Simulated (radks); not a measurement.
Question: Valence configurations of the palladium ion Pd+ (all share [Kr]). All-electron calculation, scalar-relativistic Kohn-Sham, r2SCAN, spin-polarised, spherical densities, finite nucleus; open shells are filled with parallel spins first (spin-orbit coupling, left out, can overturn this in heavy ions); meta-GGA in the generalised Kohn-Sham scheme; Fermi nuclear charge, rms radius 4.5318 fm. Program: a radial shooting solver on a logarithmic mesh with Libxc functionals. Order these by energy: 4d8.5 5s0.5; 4d7 5s1 5p1; 4d8 5s1; 4d7.5 5p1.5; 4d8 5p1; 4d7 5p2; 4d8.5 5p0.5; 4d9; 4d7 5s2; 4d7.5 5s0.5 5p1.

Answer: From the lowest, in eV above it: 4d9 0.000; 4d8.5 5s0.5 1.793; 4d8 5s1 3.611; 4d8.5 5p0.5 4.418; 4d8 5p1 9.266; 4d7 5s2 9.885; 4d7.5 5s0.5 5p1 11.603; 4d7 5s1 5p1 13.990; 4d7.5 5p1.5 14.573; 4d7 5p2 20.352. NIST lists [Kr] 4d9 as the ground configuration; this level of theory agrees among the configurations tried. The energies are those of spherical high-spin densities, not of single terms.
